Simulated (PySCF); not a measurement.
N⁺ (nitrogen, charge +1): UHF calculation

Configuration: [He] 2s1 2p2 3d1, one real determinant (an excited configuration). All numbers are calculated (PySCF 2.14, the non-relativistic Hamiltonian (point nucleus), in aug-cc-pVDZ (4s3p2d, 23 functions)).

```json
{
 "Total energy": "-52.693766 hartree",
 "One-electron energy": "-67.2480 hartree",
 "Hartree (Coulomb) energy": "20.6816 hartree",
 "Exchange energy": "-6.1274 hartree",
 "Kinetic energy": "53.07312 hartree",
 "⟨S²⟩": "6.0000",
 "⟨L²⟩": "7.996",
 "Sum of ⟨r⟩": "6.521 bohr",
 "Sum of ⟨r²⟩": "12.32 bohr²",
 "Traceless quadrupole moment −½Σ⟨3z² − r²⟩ along its main axis": "-1.24 e·bohr²",
 "Density at the nucleus (Gaussians lack the cusp)": "194 bohr⁻³",
 "Spin density at the nucleus": "5.13 bohr⁻³",
 "Langevin diamagnetic susceptibility": "-9.75 ×10⁻⁶ cm³/mol"
}
```

```tsv
shell	electrons	mean orbital energy (eV)	rms radius, mean of both spins (bohr)
1s α	1	-455.68	0.265
1s β	1	-451.38	0.265
2s α	1	-51.910	1.28
2p α	2	-38.351	1.28
3d α	1	-2.159	2.69
```

⟨L²⟩ = 8.00 against 12 for a pure F term, so this real determinant mixes terms. The outer electron is Rydberg-like, and this basis confines it to a smaller radius and binds it less than a complete one would.

Spin-orbit constants ζ (cm⁻¹) from the X2C one-electron operator on these orbitals (non-relativistic here): bare nucleus, nucleus screened by l(l+1)(2l+1)/3 electrons, and screened by the Breit-Pauli mean field of the electrons.

```
shell   bare  screened nucleus  mean field
   2p  171.4             122.4       102.4
   3d  4.697             1.342       1.040
```

To first order the Landé constant is A = 8.708 cm⁻¹, so the lowest level has J = 1 and lies 0.00864 eV below the centre of the term. This holds in LS coupling only.
